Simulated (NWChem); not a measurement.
# BH2SeF; SMILES FB[SeH]

```xyz
5

B     -0.5687    -1.1025     0.0000
F      0.3156    -2.0837     0.0000
H     -1.7461    -1.3631     0.0000
Se     0.0885     0.7156     0.0000
H     -1.2595     1.2988     0.0000
```
Atoms are numbered in this order, from 1.

Geometry: optimised at PBE0/def2-SVP.

Symmetry labels are those of Cs in the frame above (b1 and b2, or b-type labels, depend on it).

Question: List the 4 lowest vertical singlet excitations from PBE/def2-SVPD, full TDDFT (NWChem).

Answer: 
| state | energy (eV) | oscillator strength | symmetry | leading excitation (squared amplitude) |
|---|---|---|---|---|
| S1 | 5.67 | 0.125 | a' | HOMO → LUMO (0.93) |
| S2 | 5.75 | 0.018 | a" | HOMO → LUMO+1 (0.97) |
| S3 | 5.93 | 0.000 | a" | HOMO−1 → LUMO (0.97) |
| S4 | 6.72 | 0.007 | a' | HOMO−1 → LUMO+1 (0.96) |
